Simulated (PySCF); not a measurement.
Species: C2H12NOSi3 (doublet state).
Geometry (GFN2-xTB, Å), atoms numbered from 1 in this order:
```xyz
19
C2H12NOSi3 angstrom
C     -1.0329   -1.9009   -0.1152
N     -1.0721   -0.5456    0.0800
C     -2.3390    0.0801   -0.2057
Si     0.2301    0.3050    0.8677
Si     0.1673    2.5374    0.3534
O      1.6363   -0.2984    0.3155
Si     2.6913   -1.1675   -0.5485
H     -1.8204   -2.3683   -0.6720
H     -0.1012   -2.4026    0.0390
H     -3.1085   -0.2592    0.4948
H     -2.6675   -0.1725   -1.2173
H     -2.2494    1.1617   -0.1240
H      0.2881   -0.0988    2.2874
H     -0.8623    3.2336    1.1392
H     -0.1362    2.8591   -1.0494
H      1.4322    3.2106    0.6593
H      3.9006   -0.3483   -0.5768
H      2.8925   -2.4356    0.1522
H      2.1412   -1.3805   -1.8870
```

The hyperfine couplings belong to this conformer and change with its torsions.

Identity: `CN([CH2])[Si@H]([SiH3])O[SiH3]` [radical].

Computed with UKS B3LYP, pcH-1 on C H N O Si, non-relativistic, mean-field spin-orbit, GIAO (PySCF). The structure is a single GFN2-xTB conformer in the gas phase; no vibrational or solvent corrections. Couplings are sensitive to structure, and on GFN2-xTB geometries they can be far from those on DFT ones. Stability of the SCF solution: not tested.

Q: Match the computed a_iso(13C) values +81.6, -8.4 MHz with the sites C1; C3.

A: 
| site | a_iso (MHz) | ρ(0) (bohr⁻³) | position | distance from C1 (Å) | spin population | largest \|T\| (MHz) |
| --- | --- | --- | --- | --- | --- | --- |
| C1 | +81.6 | +0.0726 | largest spin population | 0.00 | +0.86 | 131.2 |
| C3 | -8.4 | -0.0075 | 2 bonds from C1 | 2.37 | -0.02 | 2.3 |

ρ(0) is the spin density at the nucleus and T the dipolar tensor; a_iso includes a spin–orbit part; entries for several nuclei are means. Largest spin populations (Mulliken): C1 (+0.86) and N2 (+0.13). No atom but C1 exceeds +0.15. The angles at C1 add up to 357.6°, so it is nearly planar; its axial dipolar tensor and the negative couplings of its protons fit spin in a p orbital normal to that plane.

β density exceeds α density at some nuclei, such as H8 (-0.0108), H9 (-0.0105) and C3 (-0.0075), spin density in bohr⁻³. In a single determinant that takes different orbitals for the two spins, that is spin polarisation.

Means are taken over nuclei equivalent by connectivity, which assumes that they swap fast. H8 and H9 aren't averaged: C1 is flat or nearly so (angle sum 358°), and its turn about the short C1–N2 bond (1.37 Å) is taken as slow. The three 1H nuclei of mean +14.6 MHz run from -1.2 to 23.4 MHz in the frozen geometry.
